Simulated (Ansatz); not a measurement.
A short molecular-dynamics run on CH$_{7}$BGeSe, SMILES `C[Se][BH][GeH3]`.

```yaml
crystal:
  periodic: [false, false, false]
  atoms:
    - {symbol: C, position_ang: [-0.360260, 1.746800, 0.631941]}
    - {symbol: Se, position_ang: [0.326948, 0.443566, 1.910208]}
    - {symbol: B, position_ang: [0.543169, -1.121287, 0.882903]}
    - {symbol: Ge, position_ang: [0.106826, -1.253357, -1.121170]}
    - {symbol: H, position_ang: [-1.314757, 1.404698, 0.237186]}
    - {symbol: H, position_ang: [-0.496337, 2.684683, 1.167172]}
    - {symbol: H, position_ang: [0.357165, 1.882449, -0.174768]}
    - {symbol: H, position_ang: [0.963845, -2.042477, 1.515161]}
    - {symbol: H, position_ang: [-1.374819, -0.915657, -1.387763]}
    - {symbol: H, position_ang: [0.934094, -0.236558, -1.935065]}
    - {symbol: H, position_ang: [0.379426, -2.649762, -1.705104]}
basis:
  gaussian: {orbitals: def2-SVP}
hamiltonian: {xc: {name: PBE}, dispersion: d3bjatm}
md: {timestep: 0.5 fs, n_steps: 20, ensemble: nve, temperature: 700, initial_velocities: maxwell_boltzmann, seed: 608}
```

```sh
$ ansatz run in.yaml --threads 4 --pin off --events-out ev --progress --plain --max-ram 10444MiB
```

```
step  time (fs)  potential energy (eV)  kinetic (eV)  T (K)  conserved (eV)
   0        0.0           -123657.8064        0.8143    700    -123656.9920
   1        0.5           -123657.7843        0.7925    681    -123656.9918
   2        1.0           -123657.7306        0.7401    636    -123656.9906
   3        1.5           -123657.6649        0.6759    581    -123656.9890
   4        2.0           -123657.6115        0.6235    536    -123656.9880
   5        2.5           -123657.5855        0.5972    513    -123656.9883
   6        3.0           -123657.5833        0.5939    511    -123656.9894
   7        3.5           -123657.5874        0.5969    513    -123656.9906
   8        4.0           -123657.5799        0.5888    506    -123656.9910
   9        4.5           -123657.5522        0.5615    483    -123656.9907
  10        5.0           -123657.5070        0.5170    444    -123656.9901
  11        5.5           -123657.4535        0.4641    399    -123656.9893
  12        6.0           -123657.4023        0.4135    355    -123656.9887
  13        6.5           -123657.3624        0.3740    322    -123656.9884
  14        7.0           -123657.3398        0.3516    302    -123656.9882
  15        7.5           -123657.3371        0.3488    300    -123656.9882
  16        8.0           -123657.3537        0.3652    314    -123656.9884
  17        8.5           -123657.3863        0.3974    342    -123656.9888
  18        9.0           -123657.4286        0.4392    378    -123656.9894
  19        9.5           -123657.4720        0.4819    414    -123656.9901
  20       10.0           -123657.5055        0.5146    442    -123656.9909
```

Velocities are drawn at the set temperature; a run this short doesn't reach equilibrium.

Frames (Å, forces in eV/Å):

```xyz
11
time=0.0 fs
C    -0.360    1.747    0.632    0.088   -0.147    0.187
Se    0.327    0.444    1.910    0.102   -0.034    0.385
B     0.543   -1.121    0.883   -0.127    0.178   -0.312
Ge    0.107   -1.253   -1.121    0.054   -0.034    0.184
H    -1.315    1.405    0.237   -0.510   -0.174   -0.235
H    -0.496    2.685    1.167   -0.080    0.507    0.266
H     0.357    1.882   -0.175    0.369    0.077   -0.452
H     0.964   -2.042    1.515    0.180   -0.388    0.278
H    -1.375   -0.916   -1.388   -0.220    0.061   -0.061
H     0.934   -0.237   -1.935    0.108    0.157   -0.138
H     0.379   -2.650   -1.705    0.035   -0.203   -0.104
11
time=0.5 fs
C    -0.355    1.750    0.626   -0.886   -0.396    0.978
Se    0.327    0.443    1.911    0.138    0.027    0.362
B     0.543   -1.120    0.883    0.006   -0.014   -0.240
Ge    0.107   -1.253   -1.121   -0.079   -0.029    0.095
H    -1.316    1.390    0.243   -0.252   -0.071   -0.234
H    -0.511    2.684    1.162   -0.083    0.498    0.320
H     0.347    1.903   -0.155    1.054    0.150   -1.249
H     0.983   -2.055    1.501    0.067   -0.178    0.190
H    -1.392   -0.923   -1.375   -0.025    0.021   -0.052
H     0.932   -0.237   -1.947    0.051    0.117   -0.096
H     0.386   -2.655   -1.702    0.009   -0.126   -0.074
11
time=1.0 fs
C    -0.350    1.752    0.619   -1.867   -0.639    1.764
Se    0.326    0.443    1.912    0.174    0.088    0.338
B     0.543   -1.119    0.883    0.148   -0.217   -0.167
Ge    0.107   -1.253   -1.121   -0.203   -0.029    0.005
H    -1.318    1.376    0.249    0.026    0.049   -0.234
H    -0.526    2.684    1.157   -0.076    0.437    0.341
H     0.339    1.923   -0.138    1.716    0.256   -2.009
H     1.002   -2.068    1.488   -0.056    0.042    0.102
H    -1.409   -0.931   -1.362    0.164   -0.015   -0.047
H     0.929   -0.237   -1.958   -0.008    0.073   -0.051
H     0.392   -2.661   -1.700   -0.018   -0.045   -0.042
11
time=1.5 fs
C    -0.345    1.755    0.614   -2.690   -0.838    2.398
Se    0.326    0.442    1.913    0.209    0.147    0.315
B     0.543   -1.118    0.883    0.292   -0.416   -0.101
Ge    0.107   -1.253   -1.122   -0.315   -0.033   -0.081
H    -1.320    1.361    0.253    0.295    0.171   -0.244
H    -0.541    2.686    1.153   -0.058    0.333    0.333
H     0.336    1.944   -0.126    2.218    0.360   -2.580
H     1.021   -2.081    1.475   -0.181    0.257    0.022
H    -1.426   -0.939   -1.350    0.340   -0.046   -0.047
H     0.927   -0.237   -1.970   -0.066    0.029   -0.003
H     0.398   -2.668   -1.697   -0.045    0.037   -0.012
11
time=2.0 fs
C    -0.341    1.758    0.608   -3.196   -0.943    2.735
Se    0.325    0.442    1.914    0.242    0.201    0.293
B     0.543   -1.117    0.882    0.430   -0.598   -0.050
Ge    0.106   -1.253   -1.122   -0.412   -0.041   -0.162
H    -1.321    1.347    0.258    0.531    0.287   -0.266
H    -0.557    2.688    1.150   -0.026    0.198    0.301
H     0.338    1.966   -0.120    2.426    0.412   -2.820
H     1.039   -2.094    1.461   -0.302    0.455   -0.043
H    -1.442   -0.947   -1.337    0.499   -0.072   -0.050
H     0.924   -0.237   -1.982   -0.121   -0.016    0.044
H     0.404   -2.674   -1.695   -0.070    0.115    0.018
11
time=2.5 fs
C    -0.337    1.760    0.604   -3.303   -0.914    2.709
Se    0.325    0.442    1.915    0.273    0.250    0.273
B     0.543   -1.116    0.882    0.557   -0.754   -0.014
Ge    0.106   -1.253   -1.122   -0.494   -0.051   -0.234
H    -1.321    1.334    0.261    0.717    0.388   -0.302
H    -0.572    2.690    1.147    0.017    0.047    0.249
H     0.345    1.989   -0.120    2.274    0.367   -2.669
H     1.057   -2.105    1.448   -0.412    0.628   -0.089
H    -1.457   -0.955   -1.325    0.638   -0.092   -0.058
H     0.921   -0.237   -1.994   -0.172   -0.057    0.091
H     0.410   -2.679   -1.693   -0.095    0.188    0.044
11
time=3.0 fs
C    -0.334    1.762    0.599   -3.038   -0.745    2.365
Se    0.324    0.441    1.916    0.301    0.293    0.254
B     0.543   -1.116    0.882    0.669   -0.878    0.003
Ge    0.106   -1.253   -1.122   -0.559   -0.065   -0.295
H    -1.320    1.321    0.264    0.844    0.466   -0.352
H    -0.588    2.693    1.145    0.071   -0.105    0.186
H     0.358    2.013   -0.127    1.803    0.212   -2.179
H     1.074   -2.115    1.435   -0.508    0.770   -0.116
H    -1.470   -0.963   -1.313    0.753   -0.106   -0.068
H     0.918   -0.237   -2.005   -0.218   -0.094    0.134
H     0.416   -2.685   -1.690   -0.117    0.253    0.067
11
time=3.5 fs
C    -0.332    1.764    0.596   -2.520   -0.468    1.831
Se    0.324    0.441    1.917    0.326    0.330    0.235
B     0.544   -1.115    0.882    0.763   -0.967    0.004
Ge    0.106   -1.253   -1.122   -0.610   -0.079   -0.344
H    -1.316    1.310    0.266    0.910    0.518   -0.412
H    -0.603    2.696    1.144    0.132   -0.249    0.118
H     0.376    2.037   -0.140    1.136   -0.030   -1.487
H     1.089   -2.122    1.421   -0.588    0.878   -0.124
H    -1.481   -0.972   -1.301    0.845   -0.115   -0.082
H     0.914   -0.237   -2.016   -0.257   -0.126    0.174
H     0.421   -2.689   -1.687   -0.136    0.308    0.086
11
time=4.0 fs
C    -0.330    1.766    0.592   -1.888   -0.137    1.252
Se    0.324    0.440    1.918    0.347    0.362    0.215
B     0.544   -1.115    0.882    0.838   -1.017   -0.012
Ge    0.106   -1.253   -1.122   -0.645   -0.094   -0.381
H    -1.310    1.300    0.267    0.915    0.543   -0.481
H    -0.618    2.697    1.143    0.197   -0.374    0.051
H     0.396    2.062   -0.156    0.414   -0.312   -0.742
H     1.104   -2.128    1.407   -0.649    0.949   -0.112
H    -1.491   -0.980   -1.289    0.914   -0.119   -0.098
H     0.910   -0.237   -2.027   -0.290   -0.152    0.208
H     0.426   -2.693   -1.684   -0.153    0.352    0.101
11
time=4.5 fs
C    -0.328    1.768    0.589   -1.249    0.195    0.730
Se    0.323    0.440    1.919    0.366    0.389    0.192
B     0.545   -1.115    0.881    0.892   -1.029   -0.042
Ge    0.106   -1.252   -1.122   -0.668   -0.109   -0.405
H    -1.302    1.291    0.267    0.864    0.539   -0.558
H    -0.632    2.698    1.142    0.260   -0.474   -0.011
H     0.417    2.085   -0.173   -0.253   -0.590   -0.055
H     1.116   -2.132    1.393   -0.689    0.984   -0.084
H    -1.498   -0.989   -1.278    0.958   -0.118   -0.116
H     0.905   -0.238   -2.037   -0.315   -0.170    0.237
H     0.431   -2.696   -1.681   -0.166    0.384    0.111
11
time=5.0 fs
C    -0.327    1.770    0.586   -0.662    0.492    0.318
Se    0.323    0.440    1.920    0.381    0.412    0.166
B     0.546   -1.115    0.881    0.924   -1.002   -0.085
Ge    0.105   -1.252   -1.123   -0.677   -0.124   -0.416
H    -1.292    1.283    0.266    0.764    0.507   -0.639
H    -0.646    2.698    1.140    0.317   -0.543   -0.062
H     0.437    2.107   -0.191   -0.809   -0.834    0.518
H     1.127   -2.133    1.378   -0.708    0.982   -0.038
H    -1.503   -0.999   -1.266    0.978   -0.113   -0.136
H     0.899   -0.240   -2.047   -0.332   -0.181    0.259
H     0.435   -2.698   -1.678   -0.175    0.403    0.115
11
time=5.5 fs
C    -0.326    1.772    0.583   -0.149    0.735    0.023
Se    0.322    0.439    1.921    0.392    0.432    0.135
B     0.547   -1.116    0.881    0.933   -0.935   -0.141
Ge    0.105   -1.252   -1.123   -0.675   -0.137   -0.414
H    -1.280    1.277    0.263    0.621    0.451   -0.723
H    -0.659    2.697    1.139    0.365   -0.579   -0.100
H     0.456    2.127   -0.208   -1.235   -1.030    0.964
H     1.137   -2.132    1.363   -0.705    0.942    0.022
H    -1.505   -1.008   -1.255    0.975   -0.104   -0.156
H     0.892   -0.241   -2.056   -0.342   -0.183    0.275
H     0.439   -2.700   -1.674   -0.180    0.409    0.115
11
time=6.0 fs
C    -0.325    1.774    0.580    0.289    0.917   -0.168
Se    0.322    0.439    1.922    0.401    0.447    0.100
B     0.548   -1.116    0.881    0.918   -0.828   -0.207
Ge    0.105   -1.252   -1.123   -0.660   -0.149   -0.399
H    -1.266    1.272    0.258    0.447    0.373   -0.807
H    -0.671    2.694    1.138    0.400   -0.580   -0.120
H     0.471    2.145   -0.222   -1.539   -1.177    1.290
H     1.144   -2.128    1.349   -0.679    0.864    0.096
H    -1.506   -1.018   -1.245    0.948   -0.091   -0.176
H     0.885   -0.243   -2.065   -0.343   -0.178    0.283
H     0.442   -2.700   -1.670   -0.181    0.401    0.110
11
time=6.5 fs
C    -0.324    1.776    0.577    0.657    1.034   -0.278
Se    0.322    0.439    1.923    0.406    0.459    0.060
B     0.550   -1.117    0.880    0.879   -0.680   -0.282
Ge    0.104   -1.252   -1.123   -0.632   -0.160   -0.372
H    -1.252    1.267    0.252    0.254    0.280   -0.886
H    -0.682    2.690    1.136    0.418   -0.547   -0.123
H     0.483    2.160   -0.233   -1.735   -1.276    1.513
H     1.150   -2.123    1.335   -0.628    0.749    0.183
H    -1.503   -1.028   -1.235    0.897   -0.075   -0.197
H     0.877   -0.246   -2.072   -0.337   -0.164    0.283
H     0.445   -2.699   -1.666   -0.178    0.381    0.100
11
time=7.0 fs
C    -0.322    1.779    0.574    0.955    1.084   -0.328
Se    0.321    0.438    1.924    0.408    0.467    0.015
B     0.552   -1.118    0.880    0.816   -0.494   -0.367
Ge    0.104   -1.252   -1.124   -0.591   -0.169   -0.334
H    -1.237    1.264    0.243    0.060    0.181   -0.955
H    -0.693    2.684    1.134    0.418   -0.482   -0.107
H     0.491    2.172   -0.241   -1.837   -1.332    1.650
H     1.155   -2.116    1.321   -0.553    0.597    0.282
H    -1.499   -1.039   -1.225    0.821   -0.057   -0.217
H     0.868   -0.249   -2.079   -0.324   -0.143    0.276
H     0.448   -2.697   -1.661   -0.171    0.347    0.085
11
time=7.5 fs
C    -0.321    1.782    0.571    1.172    1.063   -0.335
Se    0.321    0.438    1.926    0.406    0.470   -0.033
B     0.553   -1.119    0.880    0.729   -0.271   -0.457
Ge    0.104   -1.252   -1.124   -0.537   -0.177   -0.284
H    -1.221    1.260    0.232   -0.117    0.087   -1.008
H    -0.702    2.678    1.132    0.399   -0.388   -0.074
H     0.494    2.180   -0.244   -1.856   -1.347    1.711
H     1.158   -2.107    1.307   -0.455    0.410    0.390
H    -1.493   -1.049   -1.216    0.722   -0.036   -0.236
H     0.858   -0.252   -2.086   -0.304   -0.113    0.261
H     0.450   -2.695   -1.657   -0.160    0.302    0.066
11
time=8.0 fs
C    -0.319    1.785    0.568    1.295    0.963   -0.309
Se    0.321    0.438    1.927    0.402    0.471   -0.086
B     0.556   -1.120    0.879    0.620   -0.018   -0.552
Ge    0.103   -1.252   -1.124   -0.469   -0.185   -0.225
H    -1.206    1.257    0.218   -0.258    0.010   -1.036
H    -0.710    2.670    1.129    0.361   -0.270   -0.025
H     0.493    2.186   -0.244   -1.792   -1.323    1.700
H     1.160   -2.097    1.295   -0.336    0.195    0.505
H    -1.485   -1.060   -1.207    0.599   -0.013   -0.254
H     0.847   -0.256   -2.092   -0.277   -0.077    0.238
H     0.452   -2.692   -1.652   -0.145    0.246    0.043
11
time=8.5 fs
C    -0.317    1.788    0.565    1.302    0.778   -0.248
Se    0.321    0.438    1.928    0.396    0.469   -0.142
B     0.558   -1.121    0.878    0.496    0.257   -0.646
Ge    0.103   -1.252   -1.124   -0.385   -0.191   -0.158
H    -1.192    1.254    0.203   -0.350   -0.038   -1.032
H    -0.718    2.662    1.127    0.306   -0.135    0.035
H     0.488    2.188   -0.239   -1.644   -1.255    1.613
H     1.161   -2.087    1.284   -0.202   -0.041    0.623
H    -1.476   -1.070   -1.199    0.452    0.011   -0.270
H     0.836   -0.260   -2.097   -0.245   -0.034    0.209
H     0.454   -2.688   -1.647   -0.126    0.181    0.017
11
time=9.0 fs
C    -0.315    1.791    0.561    1.169    0.503   -0.144
Se    0.320    0.437    1.929    0.386    0.464   -0.203
B     0.560   -1.122    0.878    0.363    0.538   -0.736
Ge    0.103   -1.252   -1.125   -0.288   -0.198   -0.084
H    -1.178    1.251    0.184   -0.382   -0.051   -0.990
H    -0.724    2.653    1.124    0.237    0.007    0.101
H     0.479    2.187   -0.231   -1.398   -1.138    1.441
H     1.162   -2.077    1.274   -0.060   -0.284    0.738
H    -1.466   -1.081   -1.192    0.285    0.036   -0.284
H     0.824   -0.264   -2.101   -0.208    0.014    0.174
H     0.455   -2.684   -1.642   -0.104    0.108   -0.011
11
time=9.5 fs
C    -0.313    1.794    0.558    0.874    0.137    0.024
Se    0.320    0.437    1.930    0.374    0.459   -0.266
B     0.563   -1.123    0.877    0.232    0.810   -0.815
Ge    0.102   -1.252   -1.125   -0.177   -0.205   -0.006
H    -1.165    1.248    0.163   -0.357   -0.024   -0.908
H    -0.730    2.645    1.122    0.160    0.146    0.167
H     0.466    2.183   -0.219   -1.040   -0.963    1.166
H     1.162   -2.068    1.267    0.079   -0.517    0.843
H    -1.455   -1.091   -1.185    0.100    0.061   -0.296
H     0.812   -0.267   -2.106   -0.167    0.066    0.134
H     0.456   -2.679   -1.637   -0.080    0.030   -0.042
11
time=10.0 fs
C    -0.310    1.798    0.555    0.405   -0.315    0.282
Se    0.320    0.437    1.931    0.360    0.454   -0.332
B     0.565   -1.124    0.875    0.116    1.050   -0.876
Ge    0.102   -1.252   -1.125   -0.056   -0.212    0.073
H    -1.154    1.245    0.141   -0.281    0.038   -0.786
H    -0.736    2.637    1.120    0.081    0.271    0.224
H     0.451    2.178   -0.204   -0.551   -0.721    0.772
H     1.163   -2.060    1.261    0.202   -0.720    0.932
H    -1.443   -1.101   -1.179   -0.099    0.086   -0.304
H     0.799   -0.271   -2.110   -0.124    0.121    0.090
H     0.456   -2.675   -1.632   -0.053   -0.051   -0.073
```

Run time 31 s (4 threads of an Arm Neoverse V1 on a shared host); peak host memory 0.19 GiB.
